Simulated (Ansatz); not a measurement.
Relaxation of BFH5NO (9 atoms, charge 0, multiplicity 1), to a largest force component of 0.03 eV/Å in at most 50 steps.

Level of theory: RKS PBE-D4/6-31G* (Ansatz 0.2.0).

```xyz
9
Properties=species:S:1:pos:R:3
B 0.084 -0.276 0.362
N 0.020 -0.213 1.851
H -0.834 -0.504 2.322
H 0.865 -0.425 2.383
O 1.341 -0.362 -0.183
H 1.297 -0.351 -1.155
H -0.939 -0.342 -0.266
F -0.276 2.223 0.222
H -0.191 1.895 1.098
```

Problem. Where does it end, and by what steps?

Solution. The run converged. After 6 steps the energy has fallen by 0.200 eV; F8 moved furthest, 0.40 Å.

```tsv
step	energy less start (eV)	largest force component (eV/Å)	accepted
0	0.0000	1.794	yes
1	-0.1202	1.048	yes
2	-0.1828	0.580	yes
3	-0.1958	0.160	yes
4	-0.1980	0.208	yes
5	-0.1994	0.074	yes
6	-0.1996	0.025	yes
```

```xyz
9
Properties=species:S:1:pos:R:3
B 0.094 -0.354 0.314
N 0.000 -0.089 1.726
H -0.852 -0.326 2.230
H 0.839 -0.163 2.302
O 1.354 -0.408 -0.225
H 1.310 -0.490 -1.195
H -0.914 -0.514 -0.327
F -0.279 2.367 0.598
H -0.186 1.624 1.210
```

Whether the end is a true minimum wasn't checked by a vibrational analysis.

Run time: 14 s on 1 thread of Arm Neoverse V2, with other jobs on the host, peak memory 0.15 GiB.
